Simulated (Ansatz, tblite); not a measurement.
Forces on the cluster Na8⁺ at its r2SCAN/def2-SVP geometry. Total charge 1; doublet.

The xTB rows come from tblite. The structure comes from a short search, and lower isomers may exist.

GFN1-xTB (tblite), largest force 0.09 eV/Å:

```xyz
8
positions Å, forces eV/Å
Na   -0.361    3.265    0.202    0.006   -0.062   -0.067
Na   -1.931   -2.732    1.405    0.016    0.078   -0.042
Na   -2.838    0.394   -0.371    0.001   -0.022    0.012
Na    2.680    1.011   -0.413    0.002   -0.023    0.013
Na    2.500   -2.236    1.374   -0.033    0.073   -0.042
Na   -0.191    1.549   -2.902   -0.002    0.024    0.089
Na   -0.013    0.219    1.882    0.006   -0.045   -0.002
Na    0.154   -1.470   -1.178    0.003   -0.022    0.040
```

GFN2-xTB (tblite), largest force 0.24 eV/Å:

```
Na -0.010 0.087 -0.029
Na -0.083 0.032 -0.022
Na -0.147 -0.027 0.007
Na 0.148 0.005 0.005
Na 0.074 0.050 -0.023
Na -0.008 0.070 -0.059
Na 0.003 -0.009 0.240
Na 0.023 -0.207 -0.119
```

PBE/def2-TZVP (Ansatz), largest force 0.08 eV/Å:

```
Na 0.006 -0.058 -0.029
Na 0.023 0.070 -0.037
Na 0.060 -0.020 0.014
Na -0.057 -0.036 0.017
Na -0.037 0.063 -0.037
Na 0.001 -0.005 0.064
Na 0.003 -0.019 -0.019
Na 0.001 0.005 0.027
```
